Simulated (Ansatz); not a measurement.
Geometry optimisation of `Cc1cc(-c2sc(-c3sc(-c4sc(-c5sc(-c6sc(S)cc6C)cc5C)cc4C)cc3C)cc2C)sc1S`.

```yaml
crystal:
  periodic: [false, false, false]
  atoms:
    - {symbol: C, position_ang: [-10.297730, -2.292220, 0.930720]}
    - {symbol: C, position_ang: [-9.553830, -1.018700, 0.709670]}
    - {symbol: C, position_ang: [-8.206280, -0.949290, 0.306550]}
    - {symbol: C, position_ang: [-7.706710, 0.323710, 0.186870]}
    - {symbol: C, position_ang: [-6.385720, 0.689880, -0.192780]}
    - {symbol: S, position_ang: [-5.302360, -0.574540, -0.714770]}
    - {symbol: C, position_ang: [-3.991040, 0.554880, -0.897410]}
    - {symbol: C, position_ang: [-2.671700, 0.141220, -1.221080]}
    - {symbol: S, position_ang: [-1.366440, 1.284460, -1.030920]}
    - {symbol: C, position_ang: [-0.180990, 0.066940, -1.411370]}
    - {symbol: C, position_ang: [1.215380, 0.295210, -1.279820]}
    - {symbol: S, position_ang: [2.275610, -1.087870, -1.153390]}
    - {symbol: C, position_ang: [3.645850, -0.066460, -0.826740]}
    - {symbol: C, position_ang: [4.919610, -0.576090, -0.458270]}
    - {symbol: S, position_ang: [6.090590, 0.540580, 0.197180]}
    - {symbol: C, position_ang: [7.218040, -0.745720, 0.511280]}
    - {symbol: C, position_ang: [8.472230, -0.531540, 1.146770]}
    - {symbol: S, position_ang: [9.539640, -1.902540, 1.376300]}
    - {symbol: C, position_ang: [10.694390, -0.903150, 2.187520]}
    - {symbol: S, position_ang: [12.184430, -1.600320, 2.789180]}
    - {symbol: C, position_ang: [10.278720, 0.392250, 2.270250]}
    - {symbol: C, position_ang: [9.015160, 0.615740, 1.685040]}
    - {symbol: C, position_ang: [8.361030, 1.955180, 1.674990]}
    - {symbol: C, position_ang: [6.697210, -1.947930, 0.091820]}
    - {symbol: C, position_ang: [5.404750, -1.871070, -0.444810]}
    - {symbol: C, position_ang: [4.650160, -3.065870, -0.919390]}
    - {symbol: C, position_ang: [3.276460, 1.258850, -0.875400]}
    - {symbol: C, position_ang: [1.916210, 1.477370, -1.126990]}
    - {symbol: C, position_ang: [1.307640, 2.836780, -1.199710]}
    - {symbol: C, position_ang: [-0.799680, -1.126550, -1.703610]}
    - {symbol: C, position_ang: [-2.196730, -1.099060, -1.607440]}
    - {symbol: C, position_ang: [-3.053410, -2.287260, -1.879860]}
    - {symbol: C, position_ang: [-4.411520, 1.827420, -0.586170]}
    - {symbol: C, position_ang: [-5.754330, 1.920020, -0.193150]}
    - {symbol: C, position_ang: [-6.402850, 3.203020, 0.205980]}
    - {symbol: S, position_ang: [-8.939160, 1.494600, 0.584050]}
    - {symbol: C, position_ang: [-10.087200, 0.229130, 0.889070]}
    - {symbol: S, position_ang: [-11.736670, 0.587480, 1.381660]}
    - {symbol: H, position_ang: [-9.959910, -3.050170, 0.228110]}
    - {symbol: H, position_ang: [-10.124810, -2.657780, 1.943630]}
    - {symbol: H, position_ang: [-11.366640, -2.136330, 0.802920]}
    - {symbol: H, position_ang: [-7.607800, -1.819990, 0.102640]}
    - {symbol: H, position_ang: [12.633110, -0.460910, 3.313450]}
    - {symbol: H, position_ang: [10.854960, 1.168260, 2.742190]}
    - {symbol: H, position_ang: [7.392840, 1.914710, 2.174480]}
    - {symbol: H, position_ang: [8.190210, 2.295630, 0.653920]}
    - {symbol: H, position_ang: [8.987270, 2.681800, 2.186420]}
    - {symbol: H, position_ang: [7.240840, -2.871620, 0.189670]}
    - {symbol: H, position_ang: [3.826300, -3.290160, -0.241580]}
    - {symbol: H, position_ang: [4.228680, -2.892040, -1.907720]}
    - {symbol: H, position_ang: [5.307130, -3.930290, -0.961790]}
    - {symbol: H, position_ang: [3.982680, 2.056060, -0.720370]}
    - {symbol: H, position_ang: [0.617000, 2.908360, -2.038230]}
    - {symbol: H, position_ang: [2.085750, 3.587140, -1.313180]}
    - {symbol: H, position_ang: [0.747570, 3.050760, -0.288900]}
    - {symbol: H, position_ang: [-0.240270, -2.006510, -1.970140]}
    - {symbol: H, position_ang: [-3.872600, -2.028250, -2.548530]}
    - {symbol: H, position_ang: [-3.488650, -2.664530, -0.954700]}
    - {symbol: H, position_ang: [-2.460290, -3.076510, -2.333270]}
    - {symbol: H, position_ang: [-3.749870, 2.674900, -0.637670]}
    - {symbol: H, position_ang: [-7.226900, 3.448100, -0.464700]}
    - {symbol: H, position_ang: [-6.808520, 3.130950, 1.215550]}
    - {symbol: H, position_ang: [-5.678540, 4.012980, 0.177590]}
    - {symbol: H, position_ang: [-11.628280, 1.906910, 1.248380]}
basis:
  gaussian: {orbitals: def2-SVP, fitting: {mean_field: def2-universal-jkfit}}
hamiltonian: {xc: pbe, dispersion: d4}
scf: {lower_state_search: "off"}
output: {orbitals: {seedname: orbitals}}
relax: {f_tol: 0.03, max_steps: 70}
```

```sh
$ ansatz run in.yaml --threads 4 --pin off --events-out ev --progress --plain --max-ram 46080MiB --backend cuda --devices 0, --max-vram 37GiB
```

Output, abridged:

```
Functional definition: PBE
mean field -118089.87570506 eV, -4339.7228879684 hartree, gradient 6.8e-6 eV, S^2 0.000000; 0 other end points of the search recorded, 0 dependent functions left out
relax step   1: F+E_penalty+E_count = -118093.03832194 eV  Δ(F+E_penalty+E_count) = +0.000e0 eV  max|allowed force component| = 9.413e-1 eV/Å  Δτ_max = 0.0000 Å  (29 SCF iters, accepted)
mean field -118090.43895707 eV, -4339.7435870980 hartree, gradient 2.2e-6 eV, S^2 0.000000; 0 other end points of the search recorded, 0 dependent functions left out
relax step   2: F+E_penalty+E_count = -118093.55630828 eV  Δ(F+E_penalty+E_count) = -5.180e-1 eV  max|allowed force component| = 3.601e-1 eV/Å  Δτ_max = 0.1480 Å  (21 SCF iters, accepted)
mean field -118090.52042311 eV, -4339.7465809196 hartree, gradient 2.7e-6 eV, S^2 0.000000; 0 other end points of the search recorded, 0 dependent functions left out
relax step   3: F+E_penalty+E_count = -118093.61974986 eV  Δ(F+E_penalty+E_count) = -6.344e-2 eV  max|allowed force component| = 2.759e-1 eV/Å  Δτ_max = 0.1661 Å  (21 SCF iters, accepted)
mean field -118090.54529563 eV, -4339.7474949678 hartree, gradient 2.5e-6 eV, S^2 0.000000; 0 other end points of the search recorded, 0 dependent functions left out
relax step   4: F+E_penalty+E_count = -118093.64605433 eV  Δ(F+E_penalty+E_count) = -2.630e-2 eV  max|allowed force component| = 2.582e-1 eV/Å  Δτ_max = 0.2000 Å  (22 SCF iters, accepted)
mean field -118090.56575356 eV, -4339.7482467828 hartree, gradient 1.8e-6 eV, S^2 0.000000; 0 other end points of the search recorded, 0 dependent functions left out
relax step   5: F+E_penalty+E_count = -118093.66652936 eV  Δ(F+E_penalty+E_count) = -2.048e-2 eV  max|allowed force component| = 1.518e-1 eV/Å  Δτ_max = 0.2000 Å  (22 SCF iters, accepted)
mean field -118090.58559606 eV, -4339.7489759814 hartree, gradient 2.4e-6 eV, S^2 0.000000; 0 other end points of the search recorded, 0 dependent functions left out
relax step   6: F+E_penalty+E_count = -118093.68528368 eV  Δ(F+E_penalty+E_count) = -1.875e-2 eV  max|allowed force component| = 1.405e-1 eV/Å  Δτ_max = 0.2000 Å  (22 SCF iters, accepted)
mean field -118090.58857872 eV, -4339.7490855921 hartree, gradient 1.6e-6 eV, S^2 0.000000; 0 other end points of the search recorded, 0 dependent functions left out
relax step   7: F+E_penalty+E_count = -118093.68651773 eV  Δ(F+E_penalty+E_count) = -1.234e-3 eV  max|allowed force component| = 5.340e-1 eV/Å  Δτ_max = 0.1994 Å  (22 SCF iters, accepted)
mean field -118090.61179094 eV, -4339.7499386254 hartree, gradient 2.2e-6 eV, S^2 0.000000; 0 other end points of the search recorded, 0 dependent functions left out
relax step   8: F+E_penalty+E_count = -118093.71010868 eV  Δ(F+E_penalty+E_count) = -2.359e-2 eV  max|allowed force component| = 1.559e-1 eV/Å  Δτ_max = 0.2000 Å  (22 SCF iters, accepted)
mean field -118090.62624793 eV, -4339.7504699099 hartree, gradient 1.7e-6 eV, S^2 0.000000; 0 other end points of the search recorded, 0 dependent functions left out
relax step   9: F+E_penalty+E_count = -118093.72346898 eV  Δ(F+E_penalty+E_count) = -1.336e-2 eV  max|allowed force component| = 1.316e-1 eV/Å  Δτ_max = 0.2000 Å  (22 SCF iters, accepted)
mean field -118090.62207970 eV, -4339.7503167305 hartree, gradient 2.1e-6 eV, S^2 0.000000; 0 other end points of the search recorded, 0 dependent functions left out
relax step  10: F+E_penalty+E_count = -118093.71877570 eV  Δ(F+E_penalty+E_count) = +4.693e-3 eV  max|allowed force component| = 7.608e-1 eV/Å  Δτ_max = 0.1950 Å  (22 SCF iters, rejected (line search))
mean field -118090.63328621 eV, -4339.7507285622 hartree, gradient 2.1e-6 eV, S^2 0.000000; 0 other end points of the search recorded, 0 dependent functions left out
relax step  11: F+E_penalty+E_count = -118093.73052669 eV  Δ(F+E_penalty+E_count) = -7.058e-3 eV  max|allowed force component| = 6.694e-2 eV/Å  Δτ_max = 0.0975 Å  (21 SCF iters, accepted)
mean field -118090.63846388 eV, -4339.7509188378 hartree, gradient 2.1e-6 eV, S^2 0.000000; 0 other end points of the search recorded, 0 dependent functions left out
relax step  12: F+E_penalty+E_count = -118093.73580862 eV  Δ(F+E_penalty+E_count) = -5.282e-3 eV  max|allowed force component| = 2.026e-1 eV/Å  Δτ_max = 0.0999 Å  (21 SCF iters, accepted)
mean field -118090.64148771 eV, -4339.7510299615 hartree, gradient 1.7e-6 eV, S^2 0.000000; 0 other end points of the search recorded, 0 dependent functions left out
relax step  13: F+E_penalty+E_count = -118093.73872236 eV  Δ(F+E_penalty+E_count) = -2.914e-3 eV  max|allowed force component| = 5.218e-1 eV/Å  Δτ_max = 0.1462 Å  (22 SCF iters, accepted)
mean field -118090.65031172 eV, -4339.7513542379 hartree, gradient 1.5e-6 eV, S^2 0.000000; 0 other end points of the search recorded, 0 dependent functions left out
relax step  14: F+E_penalty+E_count = -118093.74734164 eV  Δ(F+E_penalty+E_count) = -8.619e-3 eV  max|allowed force component| = 2.824e-1 eV/Å  Δτ_max = 0.0878 Å  (22 SCF iters, accepted)
mean field -118090.66106130 eV, -4339.7517492777 hartree, gradient 2.7e-6 eV, S^2 0.000000; 0 other end points of the search recorded, 0 dependent functions left out
relax step  15: F+E_penalty+E_count = -118093.75764953 eV  Δ(F+E_penalty+E_count) = -1.031e-2 eV  max|allowed force component| = 1.707e-1 eV/Å  Δτ_max = 0.1949 Å  (21 SCF iters, accepted)
mean field -118090.66611115 eV, -4339.7519348562 hartree, gradient 3.0e-6 eV, S^2 0.000000; 0 other end points of the search recorded, 0 dependent functions left out
relax step  16: F+E_penalty+E_count = -118093.76238308 eV  Δ(F+E_penalty+E_count) = -4.734e-3 eV  max|allowed force component| = 5.227e-1 eV/Å  Δτ_max = 0.1949 Å  (21 SCF iters, accepted)
mean field -118090.67279633 eV, -4339.7521805321 hartree, gradient 1.4e-6 eV, S^2 0.000000; 0 other end points of the search recorded, 0 dependent functions left out
relax step  17: F+E_penalty+E_count = -118093.76940149 eV  Δ(F+E_penalty+E_count) = -7.018e-3 eV  max|allowed force component| = 2.312e-1 eV/Å  Δτ_max = 0.0354 Å  (23 SCF iters, accepted)
mean field -118090.67883574 eV, -4339.7524024764 hartree, gradient 1.7e-6 eV, S^2 0.000000; 0 other end points of the search recorded, 0 dependent functions left out
relax step  18: F+E_penalty+E_count = -118093.77576474 eV  Δ(F+E_penalty+E_count) = -6.363e-3 eV  max|allowed force component| = 9.191e-2 eV/Å  Δτ_max = 0.1135 Å  (21 SCF iters, accepted)
mean field -118090.68458633 eV, -4339.7526138067 hartree, gradient 1.8e-6 eV, S^2 0.000000; 0 other end points of the search recorded, 0 dependent functions left out
relax step  19: F+E_penalty+E_count = -118093.78158719 eV  Δ(F+E_penalty+E_count) = -5.822e-3 eV  max|allowed force component| = 2.770e-1 eV/Å  Δτ_max = 0.1943 Å  (22 SCF iters, accepted)
mean field -118090.68687115 eV, -4339.7526977723 hartree, gradient 1.5e-6 eV, S^2 0.000000; 0 other end points of the search recorded, 0 dependent functions left out
[...]
mean field -118090.71732045 eV, -4339.7538167634 hartree, gradient 2.2e-6 eV, S^2 0.000000; 0 other end points of the search recorded, 0 dependent functions left out
relax step  28: F+E_penalty+E_count = -118093.81264503 eV  Δ(F+E_penalty+E_count) = -2.484e-3 eV  max|allowed force component| = 1.068e-1 eV/Å  Δτ_max = 0.0840 Å  (21 SCF iters, accepted)
mean field -118090.72068628 eV, -4339.7539404555 hartree, gradient 3.2e-6 eV, S^2 0.000000; 0 other end points of the search recorded, 0 dependent functions left out
relax step  29: F+E_penalty+E_count = -118093.81693068 eV  Δ(F+E_penalty+E_count) = -4.286e-3 eV  max|allowed force component| = 1.677e-1 eV/Å  Δτ_max = 0.1834 Å  (20 SCF iters, accepted)
mean field -118090.72315266 eV, -4339.7540310932 hartree, gradient 2.3e-6 eV, S^2 0.000000; 0 other end points of the search recorded, 0 dependent functions left out
relax step  30: F+E_penalty+E_count = -118093.81996715 eV  Δ(F+E_penalty+E_count) = -3.036e-3 eV  max|allowed force component| = 1.215e-1 eV/Å  Δτ_max = 0.0570 Å  (22 SCF iters, accepted)
mean field -118090.72607243 eV, -4339.7541383926 hartree, gradient 2.6e-6 eV, S^2 0.000000; 0 other end points of the search recorded, 0 dependent functions left out
relax step  31: F+E_penalty+E_count = -118093.82375494 eV  Δ(F+E_penalty+E_count) = -3.788e-3 eV  max|allowed force component| = 5.348e-2 eV/Å  Δτ_max = 0.0961 Å  (21 SCF iters, accepted)
mean field -118090.72754650 eV, -4339.7541925640 hartree, gradient 3.2e-6 eV, S^2 0.000000; 0 other end points of the search recorded, 0 dependent functions left out
relax step  32: F+E_penalty+E_count = -118093.82610239 eV  Δ(F+E_penalty+E_count) = -2.347e-3 eV  max|allowed force component| = 5.118e-2 eV/Å  Δτ_max = 0.1473 Å  (21 SCF iters, accepted)
mean field -118090.72877316 eV, -4339.7542376426 hartree, gradient 3.5e-6 eV, S^2 0.000000; 0 other end points of the search recorded, 0 dependent functions left out
relax step  33: F+E_penalty+E_count = -118093.82744525 eV  Δ(F+E_penalty+E_count) = -1.343e-3 eV  max|allowed force component| = 6.077e-2 eV/Å  Δτ_max = 0.1643 Å  (20 SCF iters, accepted)
mean field -118090.72978678 eV, -4339.7542748925 hartree, gradient 2.8e-6 eV, S^2 0.000000; 0 other end points of the search recorded, 0 dependent functions left out
relax step  34: F+E_penalty+E_count = -118093.82825535 eV  Δ(F+E_penalty+E_count) = -8.101e-4 eV  max|allowed force component| = 9.043e-2 eV/Å  Δτ_max = 0.1014 Å  (21 SCF iters, accepted)
mean field -118090.72995936 eV, -4339.7542812348 hartree, gradient 2.7e-6 eV, S^2 0.000000; 0 other end points of the search recorded, 0 dependent functions left out
relax step  35: F+E_penalty+E_count = -118093.82903179 eV  Δ(F+E_penalty+E_count) = -7.764e-4 eV  max|allowed force component| = 3.948e-2 eV/Å  Δτ_max = 0.0237 Å  (23 SCF iters, accepted)
mean field -118090.73029678 eV, -4339.7542936346 hartree, gradient 2.7e-6 eV, S^2 0.000000; 0 other end points of the search recorded, 0 dependent functions left out
relax step  36: F+E_penalty+E_count = -118093.82956197 eV  Δ(F+E_penalty+E_count) = -5.302e-4 eV  max|allowed force component| = 2.514e-2 eV/Å  Δτ_max = 0.0587 Å  (21 SCF iters, accepted)
mean field -118090.73108459 eV, -4339.7543225863 hartree, gradient 2.9e-6 eV, S^2 0.000000; 0 other end points of the search recorded, 0 dependent functions left out
relax step  37: F+E_penalty+E_count = -118093.83009931 eV  Δ(F+E_penalty+E_count) = -5.373e-4 eV  max|allowed force component| = 2.734e-2 eV/Å  Δτ_max = 0.1151 Å  (21 SCF iters, accepted)
mean field -118090.73150514 eV, -4339.7543380410 hartree, gradient 2.8e-6 eV, S^2 0.000000; 0 other end points of the search recorded, 0 dependent functions left out
relax step  38: F+E_penalty+E_count = -118093.83041401 eV  Δ(F+E_penalty+E_count) = -3.147e-4 eV  max|allowed force component| = 3.596e-2 eV/Å  Δτ_max = 0.0677 Å  (21 SCF iters, accepted)
mean field -118090.73191604 eV, -4339.7543531414 hartree, gradient 2.8e-6 eV, S^2 0.000000; 0 other end points of the search recorded, 0 dependent functions left out
relax step  39: F+E_penalty+E_count = -118093.83078723 eV  Δ(F+E_penalty+E_count) = -3.732e-4 eV  max|allowed force component| = 3.482e-2 eV/Å  Δτ_max = 0.0866 Å  (21 SCF iters, accepted)
mean field -118090.73190855 eV, -4339.7543528661 hartree, gradient 2.7e-6 eV, S^2 0.000000; 0 other end points of the search recorded, 0 dependent functions left out
relax step  40: F+E_penalty+E_count = -118093.83094654 eV  Δ(F+E_penalty+E_count) = -1.593e-4 eV  max|allowed force component| = 2.803e-2 eV/Å  Δτ_max = 0.0258 Å  (23 SCF iters, accepted)
Total energy: -118093.83105107 eV, -4339.8682442530 hartree
Atom 0 at   -10.950625    -2.047793    -0.407005 Å, force    -0.006847    -0.002456    -0.002306 eV/Å
Atom 1 at   -10.090039    -0.819162    -0.392861 Å, force     0.016040     0.007433    -0.003263 eV/Å
Atom 2 at    -8.668660    -0.840135    -0.310986 Å, force     0.000680    -0.008086    -0.000568 eV/Å
Atom 3 at    -8.060139     0.418003    -0.312829 Å, force    -0.007470     0.008388     0.001146 eV/Å
Atom 4 at    -6.648358     0.713055    -0.256603 Å, force    -0.001543    -0.006622     0.002812 eV/Å
Atom 5 at    -5.514986    -0.625713    -0.287690 Å, force    -0.001690     0.004659    -0.003559 eV/Å
Atom 6 at    -4.125949     0.441003    -0.185104 Å, force     0.002917     0.002509     0.003791 eV/Å
Atom 7 at    -2.770864    -0.044098    -0.157765 Å, force    -0.003611     0.002150    -0.002648 eV/Å
Atom 8 at    -1.472065     1.123397     0.013735 Å, force     0.000957    -0.001642     0.002958 eV/Å
Atom 9 at    -0.235908    -0.121263    -0.036479 Å, force    -0.004217     0.007446    -0.001899 eV/Å
Atom 10 at     1.169175     0.174733     0.055417 Å, force     0.005220    -0.009723     0.000878 eV/Å
Atom 11 at     2.312651    -1.146810    -0.109354 Å, force    -0.005144     0.002933     0.000251 eV/Å
Atom 12 at     3.693823    -0.087562     0.111426 Å, force     0.005937     0.000151     0.002071 eV/Å
Atom 13 at     5.051877    -0.564837     0.096971 Å, force     0.000797     0.006909     0.000205 eV/Å
Atom 14 at     6.342163     0.585057     0.399837 Å, force    -0.005951    -0.008437    -0.000298 eV/Å
Atom 15 at     7.585663    -0.639034     0.220983 Å, force     0.006455     0.003510    -0.001251 eV/Å
Atom 16 at     8.992397    -0.346357     0.353834 Å, force    -0.011047    -0.006069    -0.000147 eV/Å
Atom 17 at    10.146773    -1.655042     0.146327 Å, force     0.003756     0.006475     0.000883 eV/Å
Atom 18 at    11.498449    -0.607984     0.500393 Å, force     0.009482     0.000562    -0.002196 eV/Å
Atom 19 at    13.168609    -1.157367     0.389823 Å, force    -0.011839    -0.025606     0.028034 eV/Å
Atom 20 at    11.066708     0.689140     0.727863 Å, force    -0.010331    -0.003257    -0.000234 eV/Å
Atom 21 at     9.652957     0.859401     0.646360 Å, force     0.006970     0.002800    -0.001868 eV/Å
Atom 22 at     8.973339     2.178981     0.877394 Å, force    -0.005555     0.006654     0.002800 eV/Å
Atom 23 at     6.989646    -1.870984    -0.057843 Å, force     0.000082     0.001232     0.001241 eV/Å
Atom 24 at     5.573993    -1.852104    -0.129807 Å, force     0.004123    -0.002529    -0.000022 eV/Å
Atom 25 at     4.749310    -3.073292    -0.419469 Å, force    -0.000319     0.002305     0.001712 eV/Å
Atom 26 at     3.249021     1.224694     0.297520 Å, force    -0.001518    -0.002719    -0.001509 eV/Å
Atom 27 at     1.842665     1.392649     0.268328 Å, force    -0.001181     0.002314    -0.001368 eV/Å
Atom 28 at     1.170614     2.723607     0.446457 Å, force    -0.002931     0.004771     0.000626 eV/Å
Atom 29 at    -0.842145    -1.373065    -0.179436 Å, force     0.003148    -0.003733     0.001061 eV/Å
Atom 30 at    -2.257243    -1.351503    -0.247902 Å, force     0.003906     0.000618     0.000524 eV/Å
Atom 31 at    -3.091854    -2.590944    -0.395798 Å, force    -0.003912    -0.007592    -0.000839 eV/Å
Atom 32 at    -4.561256     1.768324    -0.134784 Å, force    -0.003028    -0.003083    -0.000220 eV/Å
Atom 33 at    -5.968042     1.940722    -0.174565 Å, force     0.002550     0.001259    -0.001268 eV/Å
Atom 34 at    -6.631205     3.287393    -0.134012 Å, force    -0.002930     0.002905    -0.001659 eV/Å
Atom 35 at    -9.289705     1.666589    -0.410153 Å, force     0.006091    -0.007891    -0.002721 eV/Å
Atom 36 at   -10.578473     0.487070    -0.465176 Å, force    -0.025026     0.000846     0.007151 eV/Å
Atom 37 at   -12.258979     1.023262    -0.476829 Å, force     0.013615    -0.003877    -0.006652 eV/Å
Atom 38 at   -10.724120    -2.683482    -1.288821 Å, force    -0.000301     0.003410     0.008315 eV/Å
Atom 39 at   -10.776467    -2.669661     0.495707 Å, force    -0.002325     0.005008    -0.007432 eV/Å
Atom 40 at   -12.022706    -1.773479    -0.441557 Å, force     0.011684    -0.002578     0.000328 eV/Å
Atom 41 at    -8.087711    -1.772097    -0.247440 Å, force    -0.001525     0.003310    -0.001453 eV/Å
Atom 42 at    13.123588    -2.074333     1.405511 Å, force     0.003108     0.022364    -0.026036 eV/Å
Atom 43 at    11.763000     1.505974     0.963341 Å, force    -0.000220    -0.000597    -0.000866 eV/Å
Atom 44 at     8.273272     2.139684     1.739470 Å, force     0.006387     0.001213    -0.008030 eV/Å
Atom 45 at     8.376528     2.497712    -0.003784 Å, force     0.005888    -0.002855     0.006627 eV/Å
Atom 46 at     9.718222     2.971309     1.084572 Å, force    -0.006995    -0.006477    -0.001640 eV/Å
Atom 47 at     7.578878    -2.786897    -0.210436 Å, force    -0.001244     0.000890     0.000222 eV/Å
Atom 48 at     4.062699    -3.316212     0.419240 Å, force     0.001941     0.000885    -0.002333 eV/Å
Atom 49 at     4.115633    -2.939003    -1.321565 Å, force     0.001133    -0.000300     0.002486 eV/Å
Atom 50 at     5.398512    -3.953367    -0.589608 Å, force    -0.001028     0.001753     0.001094 eV/Å
Atom 51 at     3.943026     2.063280     0.453259 Å, force    -0.000125    -0.000051    -0.000379 eV/Å
Atom 52 at     0.591566     3.017743    -0.454705 Å, force     0.002031    -0.001709     0.000783 eV/Å
Atom 53 at     1.917584     3.516949     0.640500 Å, force    -0.001308    -0.001579    -0.000608 eV/Å
Atom 54 at     0.454919     2.714832     1.295534 Å, force     0.002988    -0.000789    -0.001132 eV/Å
Atom 55 at    -0.260087    -2.304713    -0.229746 Å, force    -0.001734     0.001943     0.000227 eV/Å
Atom 56 at    -3.729016    -2.554230    -1.304727 Å, force     0.002816     0.001192     0.002610 eV/Å
Atom 57 at    -3.776694    -2.732595     0.467258 Å, force     0.002678     0.001268    -0.002718 eV/Å
Atom 58 at    -2.449960    -3.489793    -0.467987 Å, force    -0.001619     0.003974    -0.000035 eV/Å
Atom 59 at    -3.861680     2.614315    -0.071079 Å, force    -0.000818    -0.001578     0.000160 eV/Å
Atom 60 at    -7.202130     3.494175    -1.064341 Å, force     0.002048    -0.001849     0.004703 eV/Å
Atom 61 at    -7.353279     3.367356     0.705886 Å, force     0.002793    -0.000687    -0.001998 eV/Å
Atom 62 at    -5.879829     4.091195    -0.014095 Å, force    -0.001588    -0.001940    -0.000368 eV/Å
Atom 63 at   -12.407070     1.173318    -1.830613 Å, force    -0.001299     0.000275     0.005824 eV/Å
Dipole moment:     0.171517    -0.092888     0.002182 e Å
Checks for a lower state left out: stability, starts, cluster_reference, orbital_swaps, neighbouring_geometries, increment
```

Run time 2.8 min (4 threads of AMD EPYC 7R13 on a shared host and a share (37 GiB) of an NVIDIA H100 80GB HBM3), peak host memory 1.2 GiB.

Single mean-field runs in def2-SVP are fitted with def2-universal-jkfit.
